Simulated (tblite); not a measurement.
Task: Write a Z-matrix for `C=C(C[SiH3])C(=O)O` as optimised with GFN2-xTB.

Result: 
Z-matrix in Å and degrees, rows numbered from 1:
```
C 
C   1  1.3323
C   2  1.4856  1  124.57
Si  3  1.9146  2  110.95  1   100.32
C   2  1.4807  1  120.67  3   177.14
O   5  1.2077  2  124.26  1  -171.14
O   5  1.3423  2  114.18  1     8.94
H   1  1.0755  2  121.63  3  -177.87
H   1  1.0771  2  121.24  3     2.06
H   3  1.0893  2  109.91  1   -21.33
H   3  1.0894  2  109.47  1  -140.24
H   4  1.4651  3  107.04  2  -176.78
H   4  1.4564  3  111.63  2    61.90
H   4  1.4671  3  107.26  2   -59.06
H   7  0.9700  5  109.54  2  -179.80
```

Of the pairs four or more bonds apart, O7···H8 is among the closest relative to their van der Waals radii: 2.39 Å, 88 % of the sum of Bondi's values. The C–C distances run from 1.332 Å (C1=C2, drawn double) to 1.486 Å (C2–C3, drawn single), a spread of 0.154 Å. The C–O distances run from 1.208 Å (C5=O6, drawn double) to 1.342 Å (C5–O7, drawn single), a spread of 0.134 Å. Si4 (SiH3 silicon) is tetrahedral (angles from 107.0° to 111.6°).

Computed geometry: GFN2-xTB, gas phase.

Point group: C1 (no symmetry element, even within 0.4 Å). Its GFN2-xTB frequencies are all real (lowest 41 cm⁻¹). One conformer, not necessarily the lowest (C1–C2–C3–Si4 100°, C1–C2–C5–O6 -171°, C2–C5–O7–H 180°).

Time: 0.64 s wall. Hardware: one thread, Arm Neoverse N1 (aarch64) (shared host). This is the geometry optimisation.
